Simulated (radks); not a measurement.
The numbers below are computed, except where a source is named.
Species: Hg II. Configuration: [Xe] 4f14 5d9 6s1 6p1 (not the ground configuration). Code: a radial shooting solver on a logarithmic mesh with Libxc functionals. Model: Dirac Kohn-Sham, PBE, spin-unpolarised, spherical densities, finite nucleus; open shells fill j = l - 1/2 first; Fermi nuclear charge, rms radius 5.4648 fm. Some entries of the table are withheld. Estimate them.

| orbital | occ. | eigenvalue (eV) | <1/r> (bohr^-1) | <r> (bohr) |
|---|---|---|---|---|
| 1s1/2 | 2 | -83010.05 | 97.50 | 0.01659 |
| 2s1/2 | 2 | -14712.57 | 24.02 | 0.06926 |
| 2p1/2 | 2 | -14121.00 | 23.98 | 0.05692 |
| 2p3/2 | 4 | -12173.44 | 19.41 | 0.06560 |
| 3s1/2 | 2 | -3501.725 | 8.814 | 0.1801 |
| 3p1/2 | 2 | -3234.213 | 8.729 | (1) |
| 3p3/2 | 4 | -2802.831 | 7.537 | (2) |
| 3d3/2 | 4 | -2358.293 | 7.435 | 0.1621 |
| 3d5/2 | 6 | -2265.853 | 7.166 | 0.1670 |
| 4s1/2 | 2 | -780.8117 | 3.734 | 0.3992 |
| 4p1/2 | 2 | (3) | 3.625 | 0.4011 |
| 4p3/2 | 4 | (4) | 3.212 | 0.4353 |
| 4d3/2 | 4 | -373.5745 | 3.011 | 0.4424 |
| 4d5/2 | 6 | -354.1529 | 2.916 | 0.4536 |
| 5s1/2 | 2 | -131.7095 | 1.526 | 0.9012 |
| 4f5/2 | 6 | -112.0210 | 2.553 | 0.4791 |
| 4f7/2 | 8 | -107.8270 | 2.517 | 0.4858 |
| 5p1/2 | 2 | -93.6995 | 1.401 | (5) |
| 5p3/2 | 4 | -75.2961 | 1.250 | (6) |
| 5d3/2 | 4 | -23.8646 | 0.9425 | 1.396 |
| 5d5/2 | 5 | -21.8791 | 0.9056 | 1.449 |
| 6s1/2 | 1 | -16.7488 | 0.5283 | 2.420 |
| 6p1/2 | 1 | (7) | 0.4197 | 3.013 |
| 6p3/2 | 0 | (8) | 0.3726 | 3.360 |

Answer. 
(1) 3p1/2 <r> (bohr): 0.1704
(2) 3p3/2 <r> (bohr): 0.1863
(3) 4p1/2 eigenvalue (eV): -665.9116
(4) 4p3/2 eigenvalue (eV): -561.7526
(5) 5p1/2 <r> (bohr): 0.9692
(6) 5p3/2 <r> (bohr): 1.064
(7) 6p1/2 eigenvalue (eV): -9.8293
(8) 6p3/2 eigenvalue (eV): -8.3880
